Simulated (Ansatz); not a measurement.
Reaction (ligand exchange at the In–F bond): `[F][In]([SH])[O][SiH3]` + NH₃ → `[NH2][In]([SH])[O][SiH3]` + H–F

Isolated molecules relaxed with PBE0-D4/def2-TZVP in Ansatz; ΔE leaves out vibrations. CCSD(T)/CBS is the MP2 limit (def2-TZVPP, def2-QZVPP) plus CCSD(T) − MP2 in def2-TZVPP, frozen cores. This one scheme is used for every species. Functionals use def2-TZVPP. B3LYP here is the variant with VWN-RPA as its local correlation; programs differ in this. def2 core potentials past Kr. For In outer-core shells are correlated without core-valence functions, which leaves a few kJ/mol of doubt a bond. Each species was taken in one conformer, which may not be the lowest.

| level | ΔE (kcal/mol) |
| --- | --- |
| LDA (SPW92) | 8.6 |
| r2SCAN-D4 | 12.3 |
| CAM-B3LYP-D4 | 12.3 |
| B3LYP | 13.5 |
| CCSD/def2-SVP | 13.7 |
| HF/def2-TZVPP | 14.5 |
| CCSD/def2-TZVPP | 9.7 |
| HF/def2-QZVPP | 15.0 |

Problem. What does CCSD(T)/CBS give? (Best estimate.)

Solution. The calculation gave: +9.3 kcal/mol. The listed levels differ from it by -0.7, 3.0, 3.0, 4.2, 4.4, 5.2, 0.4, 5.7 kcal/mol.

Largest T1 diagnostic among the species: 0.015.

In def2-TZVPP, CCSD(T) changes the Hartree–Fock value by −5.3 kcal/mol (the triples alone add −0.5 kcal/mol) and MP2 by −6.5 kcal/mol. At CCSD(T), def2-SVP lies +3.8 kcal/mol from the extrapolated value and def2-TZVPP −0.1 kcal/mol. From BLYP to BHLYP (50 % exact exchange), in def2-TZVPP and without D4, ΔE moves by −1.5 kcal/mol.
